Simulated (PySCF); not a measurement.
# Assigning NMR signals

Structure with atom numbers: `[SiH3:1][NH:2][Si@H:3]1[SiH2:4][O:5][SiH2:6][SiH2:7][SiH2:8]1`. Hydrogens are named by the atom that carries them. Ha(Si4), Ha(Si6), Ha(Si7), Ha(Si8) are cis to N2 on the ring; Hb(Si4), Hb(Si6), Hb(Si7), Hb(Si8) are trans to N2 on the ring.

No relativistic terms, a single conformation, no solvent model, averaged over atoms made equivalent by symmetry, fast rotation or ring inversion. GFN2-xTB structure; shieldings: GIAO PBE0/pcSseg-1; PySCF 2.14.0 with density-fitted response routines.

Shifts are taken against calculated references (same method and geometry level): 1H (σref 31.72) against TMS.

Assign these signals to the numbered atoms. 1H NMR (600 MHz, computed): δ 5.92 (m, 1H), 5.85 (m, 1H), 5.69 (m, 1H), 5.63 (m, 1H), 5.60 (m, 1H), 4.55 (s, 3H), 3.91 (m, 1H), 3.75 (m, 1H), 3.35 (m, 1H), 3.35 (m, 1H), -1.35 (br s, 1H).

## Answers


| δ (ppm) | atoms | environment | reason |
| --- | --- | --- | --- |
| 5.92 | Hb(Si4) | hydrogen on a silicon bonded to O, Si, in a 6-membered ring | – |
| 5.85 | Ha(Si4) | hydrogen on a silicon bonded to O, Si, in a 6-membered ring | – |
| 5.69 | Ha(Si6) | hydrogen on a silicon bonded to O, Si, in a 6-membered ring | – |
| 5.63 | Hb(Si6) | hydrogen on a silicon bonded to O, Si, in a 6-membered ring | – |
| 5.60 | H(Si3) | hydrogen on a silicon bonded to N, 2 Si, in a 6-membered ring | – |
| 4.55 | H(Si1) | hydrogen on a silicon bonded to N | – |
| 3.91 | Hb(Si8) | hydrogen on a silicon bonded to 2 Si, in a 6-membered ring | – |
| 3.75 | Ha(Si8) | hydrogen on a silicon bonded to 2 Si, in a 6-membered ring | – |
| 3.35 | Ha(Si7) | hydrogen on a silicon bonded to 2 Si, in a 6-membered ring | – |
| 3.35 | Hb(Si7) | hydrogen on a silicon bonded to 2 Si, in a 6-membered ring | – |
| -1.35 | H(N2) | hydrogen on a nitrogen bonded to 2 Si | exchangeable; this is the value without hydrogen bonding to other molecules |

Hb(Si4) and Ha(Si4); Ha(Si6) and Hb(Si6); Hb(Si6) and H(Si3); Ha(Si7) and Hb(Si7) lie closer than the usual error of such a calculation, so a measured spectrum could show them in the other order.

OH and NH positions are those of a molecule without intermolecular hydrogen bonds; in solution they move with solvent, concentration and temperature, and exchange usually removes their couplings. Multiplicities follow the n + 1 count of equivalent neighbours, as no J values were calculated; m marks all less simple cases, F and P coupling included.
